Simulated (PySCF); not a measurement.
A structure optimised at PBE-D3(BJ)/def2-SVP, used in a PySCF frequency run:

```xyz
7

O      0.4176    -3.4704     0.0000
C      0.1321    -2.3296     0.0000
N     -0.1815    -1.1584     0.0000
Si    -0.3722     0.5221     0.0000
F     -1.2154     0.9664     1.3009
F     -1.2154     0.9664    -1.3009
Cl     1.4250     1.4791     0.0000
```
Charge 0, spin multiplicity 1.

Task: Write its SMILES, formula and point group.

Result: O=C=N[Si](F)(F)Cl, CClF2NOSi, Cs

Task: What are its rotational constants (standard atomic weights)?

Result: 2.5298, 1.0949, 0.94869 GHz
